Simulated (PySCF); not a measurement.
Ground-state electric properties of a mixed set of molecules.

All values: wB97X-D/def2-SVPD (PySCF) at GFN2-xTB geometries, gas phase, one conformer each. Core orbitals are frozen in the response; Δα² is half the sum of the squared differences of the principal polarisabilities.

Question: Rank by polarisability anisotropy Δα, highest first.
A. `[CH2:1]=[CH:2][C:3](=[CH2:4])[C:5](=[O:6])[F:7]` with C1–C2–C3–C4 180°, C2–C3–C5–O6 0°
B. `[CH3:1][CH2:2][Si:3]([NH2:4])([F:5])[F:6]` with C1–C2–Si3–N4 53°, C2–Si3–N4–H -165° and 49°
C. `[CH3:1][O:2][c:3]1[cH:4][n:5][c:6]([F:7])[n:8][cH:9]1` with C1–O2–C3–C4 180°
D. `[CH3:1][O:2][C@@H:3]1[CH2:4][O:5][S@@:6](=[O:7])[O:8]1` with C1–O2–C3–C4 -176°, O2–C3–C4–O5 -103°, C3–C4–O5–S6 10°, C4–O5–S6–O7 -137°, O5–S6–O8–C3 38°

Answer: A (7.00 Å³), C (6.77 Å³), D (3.21 Å³), B (1.32 Å³).

Question: Rank by dipole moment, highest first.
A. `[CH2:1]=[CH:2][C:3](=[CH2:4])[C:5](=[O:6])[F:7]` with C1–C2–C3–C4 180°, C2–C3–C5–O6 0°
B. `[CH3:1][O:2][C@@H:3]1[CH2:4][O:5][S@@:6](=[O:7])[O:8]1` with C1–O2–C3–C4 -176°, O2–C3–C4–O5 -103°, C3–C4–O5–S6 10°, C4–O5–S6–O7 -137°, O5–S6–O8–C3 38°
C. `[CH3:1][O:2][c:3]1[cH:4][n:5][c:6]([F:7])[n:8][cH:9]1` with C1–O2–C3–C4 180°
D. `[CH3:1][O:2][C:3](=[O:4])[c:5]1[cH:6][o:7][cH:8][p:9]1` with C1–O2–C3–O4 0°, O2–C3–C5–C6 180°
E. `[CH3:1][CH2:2][Si:3]([NH2:4])([F:5])[F:6]` with C1–C2–Si3–N4 53°, C2–Si3–N4–H -165° and 49°

Answer: C (4.90 D), B (4.21 D), A (3.29 D), E (2.87 D), D (1.05 D).

All values together:

```
                SMILES    formula  μ (D)  HOMO (eV)  LUMO (eV)  α (Å³)  Δα (Å³)  electrons  α per electron (Å³)
CO[C@@H]1CO[S@@](=O)O1    C3H6O4S   4.21      -9.92       1.26   10.28     3.21         72                0.143
         CC[Si](N)(F)F  C2H7F2NSi   2.87     -10.25       1.88    8.18     1.32         58                0.141
        C=CC(=C)C(=O)F     C5H5FO   3.29      -9.33      -0.52    9.81     7.00         52                0.189
        COC(=O)c1cocp1    C5H5O3P   1.05      -9.05       0.42   13.34     7.19         74                0.180
         COc1cnc(F)nc1   C5H5FN2O   4.90      -9.11       0.11   11.10     6.77         66                0.168
```

Conformers: `[CH3:1][O:2][C@@H:3]1[CH2:4][O:5][S@@:6](=[O:7])[O:8]1` with C1–O2–C3–C4 -176°, O2–C3–C4–O5 -103°, C3–C4–O5–S6 10°, C4–O5–S6–O7 -137°, O5–S6–O8–C3 38°; `[CH3:1][CH2:2][Si:3]([NH2:4])([F:5])[F:6]` with C1–C2–Si3–N4 53°, C2–Si3–N4–H -165° and 49°; `[CH2:1]=[CH:2][C:3](=[CH2:4])[C:5](=[O:6])[F:7]` with C1–C2–C3–C4 180°, C2–C3–C5–O6 0°; `[CH3:1][O:2][C:3](=[O:4])[c:5]1[cH:6][o:7][cH:8][p:9]1` with C1–O2–C3–O4 0°, O2–C3–C5–C6 180°; `[CH3:1][O:2][c:3]1[cH:4][n:5][c:6]([F:7])[n:8][cH:9]1` with C1–O2–C3–C4 180°.
